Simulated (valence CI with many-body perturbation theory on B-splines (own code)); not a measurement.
Values are calculated unless marked as measured or tabulated.
# Assign the levels of N III

Level of theory: configuration interaction combined with many-body perturbation theory (CI+MBPT): three valence electrons over a frozen Dirac-Fock core [He], a basis of 11 s, 11 p, 9 d, 7 f, 5 g, 2 h, 1 i functions for each j, with the one-electron correlation potential Σ1, the two-electron term Σ2, the three-electron term Σ3, Breit, model QED; selected CI, second order for the rest, scaled by the run's own slope (own B-spline code, finite nucleus).

Set against measurement, 59 paired levels are off by 57 cm⁻¹ on average, the worst by 133. These come from a selection out of Moore, Selected Tables of Atomic Spectra, NSRDS-NBS 3, section 5. Levels without a partner in it may be off by more.

```csv
No.,J,Parity,E (eV),g
1,1/2,odd,0.000,0.666
2,3/2,odd,0.022,1.334
3,1/2,even,7.084,2.670
4,3/2,even,7.091,1.735
5,5/2,even,7.101,1.601
6,5/2,even,12.532,1.200
7,3/2,even,12.533,0.799
8,1/2,even,16.258,2.002
9,1/2,even,18.103,0.666
10,3/2,even,18.116,1.334
11,3/2,odd,23.163,2.002
12,5/2,odd,25.185,1.200
13,3/2,odd,25.187,0.799
14,1/2,even,27.433,2.002
```

Energies count from the lowest level. Strongly mixed levels and levels close to another of their J and parity are left out, so the numbers can have gaps.

(1) Give configuration and LS term of each level.

Results:

(1) 1: 2s²2p ²P°; 2: 2s²2p ²P°; 3: 2s2p² ⁴P; 4: 2s2p² ⁴P; 5: 2s2p² ⁴P; 6: 2s2p² ²D; 7: 2s2p² ²D; 8: 2s2p² ²S; 9: 2s2p² ²P; 10: 2s2p² ²P; 11: 2p³ ⁴S°; 12: 2p³ ²D°; 13: 2p³ ²D°; 14: 2s²3s ²S.
